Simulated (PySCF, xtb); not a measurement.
Al(Cl)(OH)(SiH3) (AlClH4OSi), SMILES [OH][Al]([SiH3])[Cl].

xtb with GFN2-xTB at its own geometry gives an orbital gap of 3.86 eV and a dipole moment of 1.95 D.

The structure is a stationary point at r2SCAN-D4/def2-SVP. Other conformers were not sampled.

Problem. What does CAM-B3LYP/def2-TZVP (PySCF) give? (The exact figures need the calculation; the answer reports its results.)

Solution. gap 9.22 eV (levels -9.53 and -0.31 eV), dipole 0.81 D.
